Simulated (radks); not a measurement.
Values are calculated unless marked as measured or tabulated.
The praseodymium ion Pr+, 58 electrons, occupied as [Xe] 4f3.25 6s0.75 (fractional occupations, a model configuration).

Level of theory: scalar-relativistic Kohn-Sham, PBEsol, spin-unpolarised, spherical densities, point nucleus (a radial shooting solver on a logarithmic mesh with Libxc functionals).

Energy parts (hartree):
part                       energy
total                  -9233.6691
kinetic                 9806.6639
electron-nucleus      -22397.4330
Hartree                 3569.3559
exchange-correlation    -212.2560

Orbitals (lengths in bohr, moments of r in powers of bohr):
orbital,occ.,eigenvalue (hartree),<r>
1s,2,-1536.230,0.02410
2s,2,-247.2746,0.1031
2p,6,-221.2961,0.09056
3s,2,-53.44676,0.2725
3p,6,-45.21994,0.2705
3d,10,-33.66599,0.2475
4s,2,-10.73057,0.6228
4p,6,-8.04387,0.6600
4d,10,-4.20357,0.7284
4f,3.25,-0.20569,1.229
5s,2,-1.60740,1.514
5p,6,-0.96728,1.775
5d,0,-0.24858,2.987
6s,0.75,-0.28321,4.136
6p,0,-0.18028,5.263

The highest occupied level is 4f at -5.597 eV. The configuration is held as typed, so some empty levels lie below it. The density falls to 0.001 e/bohr^3 at r = 4.46 bohr. Summed over all electrons, <r^2> = 59.67 bohr^2, which gives a Langevin (diamagnetic) susceptibility term of -47.3 x 10^-6 cm^3/mol.
